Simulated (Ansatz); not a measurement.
`C=COBC` at its PBE0-D4/def2-TZVP geometry, where that method's forces vanish. Charge 0, multiplicity 1.

```xyz
12

C     1.6730    0.1833    0.8451
C     0.5000   -0.0078    1.4249
O    -0.4720   -0.8410    0.9632
B    -1.0884   -0.7790   -0.2492
C    -0.8678    0.3436   -1.3099
H     2.4014    0.8315    1.3129
H     1.9372   -0.3020   -0.0866
H     0.2362    0.4506    2.3730
H    -1.8526   -1.6840   -0.4401
H    -1.8321    0.6723   -1.7093
H    -0.3282   -0.0769   -2.1679
H    -0.3065    1.2095   -0.9562
```

(1) What forces (eV/Å) does PBE-D4/def2-TZVPP give on these atoms in Ansatz? (Estimate.)

## Answers

(1) Computed: 
```
C1   0.385  0.066 -0.179
C2  -0.120  0.134  0.260
O3  -0.199 -0.339  0.224
B4  -0.157  0.003 -0.313
C5  -0.019 -0.062  0.108
H6   0.166  0.127  0.091
H7   0.066 -0.091 -0.188
H8  -0.069  0.098  0.219
H9  -0.084 -0.110 -0.009
H10 -0.181  0.064 -0.093
H11  0.095 -0.065 -0.174
H12  0.117  0.175  0.055
```
